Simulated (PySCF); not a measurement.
**Worked example: oscillator strength and radiative lifetime**

disilanyl(ethenyl)silane (C₂H₁₀Si₃), SMILES C=C[SiH2][SiH2][SiH3].

Geometry: B3LYP-D3(BJ)/def2-SVP. One conformer was computed; it need not be the lowest.

TDA-PBE/def2-SVPD (PySCF) puts the first singlet state with f over 0.02 at 5.21 eV (vertical), with the transition dipole (-0.624, -0.074, -0.174) in atomic units.

### Question
Find the oscillator strength, the wavelength and the radiative lifetime that this transition would have in vacuum if emission retraced absorption.

### Answer

|μ|² = 0.4251 au, so |μ| = 1.66 D. ΔE = 5.21/27.211 = 0.1915 hartree. f = (2/3) ΔE |μ|² = 0.054 (the program prints 0.054).
λ = 1239.84/5.21 = 238 nm; ν = 42021 cm⁻¹.
Einstein's coefficient A = 0.6670 ν² f s⁻¹ (ν in cm⁻¹) = 6.4e7 s⁻¹, so τ = 1/A = 16 ns. This state is S1. The figure is the radiative limit of this one transition; relaxation, internal conversion, crossing to triplets and a medium change what is measured.
